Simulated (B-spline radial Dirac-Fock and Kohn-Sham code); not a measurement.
## Cs⁴⁰⁺: scattering cross sections and density moments

System: the Cs⁴⁰⁺ ion, configuration [Ne] 3s2 3p3.

Input of the calculation (task.json; shells as n, l, electrons):

```json
{"items": [{
  "Z": 55,
  "q": 40,
  "cfg": [[1, 0, 2], [2, 0, 2], [2, 1, 6], [3, 0, 2], [3, 1, 3]],
  "A": 133,
  "rrms": 4.8041,
  "do": ["scatter"],
  "s": [0.0, 0.05, 0.1, 0.15, 0.2, 0.25, 0.3, 0.35, 0.4, 0.45, 0.5, 0.6, 0.7, 0.8, 0.9, 1.0, 1.1, 1.2, 1.4, 1.6, 1.8, 2.0, 2.5, 3.0, 3.5, 4.0, 5.0, 6.0],
  "pz": [0, 0.1, 0.15, 0.21, 0.31, 0.45, 0.66, 0.96, 1.4, 2.0, 3.0, 4.3, 6.3, 9.2, 13.0, 19.0, 28.0, 41.0, 60.0, 88.0, 130.0],
  "hv_scatter": [2000, 5000, 17479.3, 20000, 50000, 100000, 200000, 500000]
}]}
```

Launch: `python xray_run.py task.json out`

The computed values come from a radial finite-basis atomic code: relativistic Hartree-Fock (Dirac-Fock) wave functions, averaged over the configuration.

- Sum of ⟨r⟩: 2.174 bohr
- Sum of ⟨r²⟩: 0.5003 bohr²
- Sum of ⟨1/r⟩: 254.15 per bohr
- Langevin diamagnetic susceptibility: -0.396 × 10⁻⁶ cm³/mol
- Lamb shielding (α²/3)Σ⟨1/r⟩: 4511 ppm

Coherent scattering is the Thomson cross section weighted by f₀², without anomalous dispersion; incoherent scattering is Klein-Nishina weighted by S. The Lamb formula is the non-relativistic shielding expression. Electron correlation is left out. A dash stands where the photon energy is too low for the impulse approximation behind that column.

| hν (keV) | coherent (b) | incoherent (b) | incoherent per electron (b) |
| --- | --- | --- | --- |
| 2 | 148.7 | – | – |
| 5 | 143.9 | – | – |
| 17.4793 | 101.1 | 1.844 | 0.123 |
| 20 | 92.33 | 2.160 | 0.144 |
| 50 | 37.52 | 4.317 | 0.288 |
| 100 | 13.65 | 5.336 | 0.356 |
| 200 | 4.328 | 5.267 | 0.351 |
| 500 | 0.7978 | 4.149 | 0.277 |

Incoherent scattering overtakes coherent scattering between 100 and 200 keV.
